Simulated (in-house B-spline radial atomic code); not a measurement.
Radial electron density of Ga⁶⁺, [Ar] 3d7. Level of theory: non-relativistic AM05, spin-polarised, spherical fractional occupations, point nucleus; calculated with a B-spline radial code for spherical atoms.

Columns: r (bohr), 4πr²n(r) (electrons per bohr), bar.

```
 0.00219     1.07 #
 0.00261    1.481 ##
 0.00311    2.039 ##
  0.0037    2.783 ###
 0.00441    3.783 ####
 0.00525     5.09 #####
 0.00626    6.798 #######
 0.00745    8.945 #########
 0.00887    11.62 ############
  0.0106    14.91 ###############
  0.0126    18.62 ###################
   0.015    22.78 #######################
  0.0178    27.02 ###########################
  0.0213    31.28 ################################
  0.0253    34.68 ###################################
  0.0301    36.92 ######################################
  0.0359    37.57 ######################################
  0.0428    36.49 #####################################
  0.0509     34.2 ###################################
  0.0606    31.71 ################################
  0.0722    30.42 ###############################
   0.086    31.53 ################################
   0.102    35.06 ####################################
   0.122    39.96 #########################################
   0.145    43.27 ############################################
   0.173    42.65 ###########################################
   0.206    37.33 ######################################
   0.245    29.46 ##############################
   0.292    22.79 #######################
   0.348    20.49 #####################
   0.415    22.34 #######################
   0.494    24.91 #########################
   0.588    24.65 #########################
     0.7    20.47 #####################
   0.834    13.99 ##############
   0.993    7.825 ########
    1.18    3.584 ####
    1.41    1.275 #
    1.68   0.3612 
       2  0.07832 
    2.38  0.01232
```

On this grid the curve has 3 maxima, near 0.0359, 0.145, 0.494 bohr.

The 3p up radial function P(r) = rR(r), positive near the nucleus:

```
r (bohr)         P
 0.00219  0.001585
 0.00311  0.003151
 0.00441   0.00621
 0.00626   0.01216
 0.00887   0.02345
  0.0126   0.04466
  0.0178   0.08224
  0.0253    0.1479
  0.0359    0.2528
  0.0509    0.4026
  0.0722    0.5792
   0.102    0.7112
   0.145    0.6649
   0.206    0.2879
   0.292   -0.4063
   0.415    -1.107
   0.588    -1.339
   0.834   -0.9939
    1.18   -0.4532
    1.68   -0.1094
    2.38  -0.01175
```
